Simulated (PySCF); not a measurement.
AlH₅OP₂. Atoms are numbered in the order given.

```xyz
9

Al     0.3280    -0.1893    -0.1070
O      1.7730    -0.9099    -0.6610
H      2.4809    -1.3049    -0.1446
P     -0.1266     0.0543     2.1815
H      0.2723    -1.2858     2.4881
H     -1.5058    -0.2854     2.0138
P     -0.9807     0.7865    -1.7745
H     -2.2083     0.3701    -1.1688
H     -0.8789    -0.3666    -2.6143
```

Coordinates come from a B3LYP-D3(BJ)/def2-SVP optimisation. The structure was generated by enumeration; whether it is a known compound was not checked. Other conformers were not sampled.

The numbers are results of PBE/pcSseg-1 (PySCF), not measurements.

GIAO shieldings, no solvent; atoms listed in one row are averaged. δ = σ(ref) − σ: ¹⁷O against H2O (σ = 334.3 ppm); ¹H against TMS (σ = 31.49 ppm); ³¹P against PH3 (σ = 576.8 ppm), references at their B3LYP-D3(BJ)/def2-TZVP geometries, non-relativistic.

Computed chemical shifts:
```json
[
 {"nucleus": "¹⁷O", "atoms": "O2", "count": "1", "δ (ppm)": "109.4"},
 {"nucleus": "¹H", "atoms": "H3", "count": "1", "δ (ppm)": "3.76"},
 {"nucleus": "¹H", "atoms": "H9", "count": "1", "δ (ppm)": "1.73"},
 {"nucleus": "¹H", "atoms": "H5", "count": "1", "δ (ppm)": "1.46"},
 {"nucleus": "¹H", "atoms": "H6", "count": "1", "δ (ppm)": "1.37"},
 {"nucleus": "¹H", "atoms": "H8", "count": "1", "δ (ppm)": "1.23"},
 {"nucleus": "³¹P", "atoms": "P4", "count": "1", "δ (ppm)": "-11.8"},
 {"nucleus": "³¹P", "atoms": "P7", "count": "1", "δ (ppm)": "-20.2"}
]
```
